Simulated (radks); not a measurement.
Values are calculated unless marked as measured or tabulated.
Q: The mean radii <r> (bohr) of the occupied orbitals of an atom or ion are listed with their occupations. Level of theory: scalar-relativistic Kohn-Sham, PBEsol, spin-unpolarised, spherical densities, point nucleus (a radial shooting solver on a logarithmic mesh with Libxc functionals).

| orbital | occ. | <r> |
|---|---|---|
| 1s | 2 | 0.01932 |
| 2s | 2 | 0.08185 |
| 2p | 6 | 0.07293 |
| 3s | 2 | 0.2127 |
| 3p | 6 | 0.2124 |
| 3d | 10 | 0.1925 |
| 4s | 2 | 0.4781 |
| 4p | 6 | 0.5080 |
| 4d | 10 | 0.5478 |
| 5s | 2 | 1.168 |
| 5p | 6 | 1.384 |
| 4f | 14 | 0.7213 |
| 6s | 2 | 3.254 |

Name the element and its charge.

A: Z = 71, lutetium, charge +1: Lu+ in [Xe] 4f14 6s2. The 1s radius gives Z: for a bare nucleus <r> = (2 gamma + 1)/(2Z) with gamma = sqrt(1 - (Z/c)^2), 0.01909 bohr for Z = 71, and screening makes it slightly larger (0.01932 here). The occupations add up to 70, and the charge is Z minus that.
